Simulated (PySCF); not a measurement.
CHO2 (SMILES O=[C]O), doublet, at a GFN2-xTB geometry; B3LYP/STO-3G (PySCF).

Input for PySCF:
```python
from pyscf import gto, scf, dft

mol = gto.Mole()
mol.atom = '''
    O     0.965243   -0.682663   -0.072977
    C     0.272153    0.258955    0.168123
    O    -0.979298    0.513219   -0.000943
    H    -1.520474   -0.198179   -0.417378
'''
mol.basis = 'sto-3g'
mol.charge = 0
mol.spin = 1
mol.verbose = 4
mol.build()

mf = dft.UKS(mol)
mf.xc = 'b3lyp'
mf.conv_tol = 1e-12
mf.kernel()
```

What does PySCF print? Leave out banner, timings and long lists.


```
PySCF version 2.14.0

[INPUT] verbose = 4
[INPUT] num. atoms = 4
[INPUT] num. electrons = 23
[INPUT] charge = 0
[INPUT] spin (= nelec alpha-beta = 2S) = 1
[INPUT] symmetry False subgroup None
[INPUT] Mole.unit = angstrom
[INPUT] Symbol           X                Y                Z      unit          X                Y                Z       unit  Magmom
[INPUT]  1 O      0.965243000000  -0.682663000000  -0.072977000000 AA    1.824044913654  -1.290046105374  -0.137906543392 Bohr   0.0
[INPUT]  2 C      0.272153000000   0.258955000000   0.168123000000 AA    0.514294633979   0.489354028587   0.317706425240 Bohr   0.0
[INPUT]  3 O     -0.979298000000   0.513219000000  -0.000943000000 AA   -1.850605014334   0.969843351923  -0.001782011735 Bohr   0.0
[INPUT]  4 H     -1.520474000000  -0.198179000000  -0.417378000000 AA   -2.873279439522  -0.374504033640  -0.788730110419 Bohr   0.0

nuclear repulsion = 63.4095024801852
number of shells = 10
number of NR pGTOs = 48
number of NR cGTOs = 16
basis = sto-3g
ecp = {}

******** <class 'pyscf.dft.uks.UKS'> ********
method = UKS
initial guess = minao
damping factor = 0
level_shift factor = 0
DIIS = <class 'pyscf.scf.diis.CDIIS'>
diis_start_cycle = 1
diis_space = 8
diis_damp = 0
SCF conv_tol = 1e-12
SCF conv_tol_grad = None
SCF max_cycles = 50
direct_scf = True
direct_scf_tol = 1e-13
number electrons alpha = 12  beta = 11
XC library pyscf.dft.libxc version 7.1.2
    S. Lehtola, C. Steigemann, M. J. T. Oliveira, and M. A. L. Marques,  SoftwareX 7, 1–5 (2018)
XC functionals = b3lyp
    P. J. Stephens, F. J. Devlin, C. F. Chabalowski, and M. J. Frisch,  J. Phys. Chem. 98, 11623 (1994)
radial grids:
    Treutler-Ahlrichs [JCP 102, 346 (1995); DOI:10.1063/1.469408] (M4) radial grids

becke partition: Becke, JCP 88, 2547 (1988); DOI:10.1063/1.454033
pruning grids: <function nwchem_prune>
grids dens level: 3
symmetrized grids: False
atomic radii adjust function: <function treutler_atomic_radii_adjust>
small_rho_cutoff = 0
Set gradient conv threshold to 1e-06
tot grids = 52096
init E= -187.094305841127

cycle= 1 E= -186.335797436415  delta_E= 0.759  |g|= 0.468  |ddm|= 2.12
cycle= 2 E= -185.879356401021  delta_E= 0.456  |g|= 1.06  |ddm|= 1.56
cycle= 3 E= -186.45259903318  delta_E= -0.573  |g|= 0.22  |ddm|= 1.18
cycle= 4 E= -186.479123848528  delta_E= -0.0265  |g|= 0.0385  |ddm|= 0.297
cycle= 5 E= -186.480055897139  delta_E= -0.000932  |g|= 0.0048  |ddm|= 0.0563
cycle= 6 E= -186.480072925276  delta_E= -1.7e-05  |g|= 0.000664  |ddm|= 0.00799
cycle= 7 E= -186.480073607645  delta_E= -6.82e-07  |g|= 0.000163  |ddm|= 0.00197
cycle= 8 E= -186.480073648207  delta_E= -4.06e-08  |g|= 2.26e-05  |ddm|= 0.000546
cycle= 9 E= -186.480073649316  delta_E= -1.11e-09  |g|= 5.73e-06  |ddm|= 8.71e-05
cycle= 10 E= -186.480073649422  delta_E= -1.06e-10  |g|= 1.53e-06  |ddm|= 2.74e-05
cycle= 11 E= -186.480073649432  delta_E= -9.98e-12  |g|= 3.95e-07  |ddm|= 9.56e-06
cycle= 12 E= -186.480073649432  delta_E= -3.41e-13  |g|= 6.16e-08  |ddm|= 2e-06
Extra cycle  E= -186.480073649432  delta_E= -1.42e-13  |g|= 5.21e-08  |ddm|= 2.35e-07
converged SCF energy = -186.480073649432  <S^2> = 0.75164227  2S+1 = 2.0016416
```
